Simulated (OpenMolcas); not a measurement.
Ag2+ (d9) among equal point charges was computed by CASSCF with the d shell active (OpenMolcas, ANO-RCC-VDZP on the metal). Its lowest spin-free states, and all those of the highest spin:

| 2S+1 | Degeneracy | E (cm-1) |
| --- | --- | --- |
| 2 | 1 | 0.0 |
| 2 | 1 | 4661 |
| 2 | 2 | 10410 |
| 2 | 1 | 11819 |

**Question.** Is the site octahedral, tetrahedral or cube-like, axial, or of lower symmetry?

**Answer.** The states with 2S+1 = 2 have orbital degeneracies 1, 1, 2, 1. There are pairs but no triples, so the site is axial: not cubic, but with a proper or improper axis of order three or more. The run had Ag2+ among 5 point charges of -2 e arranged as a square pyramid (C4v), 2.24 Å from the ion, with the axial distance 2.397 Å.

This is an electrostatic model: the charges have no orbitals. An unlabelled pair can be two single states that coincide in this model. No measured value stands beside these numbers.
